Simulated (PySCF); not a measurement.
## Spinor energies of Ce⁺ (cerium, charge +1)

Start: [Xe] 4f1 5d2; 4f5/2 filled at m_j = +5/2; 5d3/2 filled at m_j = +1/2, +3/2. Calculated with PySCF 2.14 in x2c-TZVPall-2c (11s11p10d4f1g, 131 functions): generalised Hartree-Fock with the X2C-1e Hamiltonian and a Gaussian nucleus; one run each with spin-orbit coupling (SO) switched off, then screened by Boettger's factors.

```
spinor shell  electrons  ε, spin-free (eV)  ε, screened SO (eV)  weight of nominal j (screened SO)  rms radius, screened SO (bohr)
       1s1/2          2           -40647.7             -40642.3                              1.000                          0.0280
       2s1/2          2            -6621.7              -6620.1                              1.000                           0.114
       2p1/2          2            -5924.1              -6236.7                              1.000                          0.0979
       2p3/2          4            -5924.1              -5786.4                              1.000                           0.104
       3s1/2          2            -1475.6              -1475.1                              1.000                           0.296
       3p1/2          2            -1248.6              -1311.7                              1.000                           0.288
       3p3/2          4            -1248.6              -1220.6                              1.000                           0.301
       3d3/2          4            -926.22              -937.79                              1.000                           0.272
       3d5/2          6            -926.22              -918.10                              1.000                           0.276
       4s1/2          2            -321.52              -321.44                              1.000                           0.676
       4p1/2          2            -244.60              -258.71                              0.998                           0.700
       4p3/2          4            -244.60              -238.34                              0.999                           0.726
       4d3/2          4            -130.49              -133.63                              0.956                           0.796
       4d5/2          6            -130.49              -128.40                              0.971                           0.805
       5s1/2          2            -54.506              -54.594                              1.000                            1.64
       5p1/2          2            -33.116              -36.330                              0.898                            1.86
       5p3/2          4            -33.116              -31.743                              0.949                            1.91
       4f5/2          1            -18.305              -18.515                              0.961                            1.24
       5d3/2          2            -11.099              -11.178                              0.887                            3.08
```

```tsv
quantity	spin-free	screened SO
E (hartree)	-8854.38211	-8858.24867
M_J	9/2	9/2
⟨J²⟩	27.780	25.540
⟨L²⟩	42.027	39.362
⟨S²⟩	3.753	3.236
```

The determinant has a definite M_J but mixes levels of different J.

Each row is a mean over spinors that exchange with the open shell spreads, by up to 6.399 eV (4d3/2).

Rows whose weight is well below 1 are mixtures of j = l ± 1/2: exchange outweighs spin-orbit coupling there, and the label is only the starting occupation.

Breit and QED terms are absent; they matter most for the inner s and p1/2 levels.

Densities and radii are taken from the X2C orbitals without a picture-change correction, which distorts them close to the nucleus.

Without spin-orbit coupling the j labels of p, d and f shells carry no meaning; the spin-free column gives the mean over the occupied spinors of each nl shell, and its ⟨J²⟩ belongs to a mixture of degenerate components.
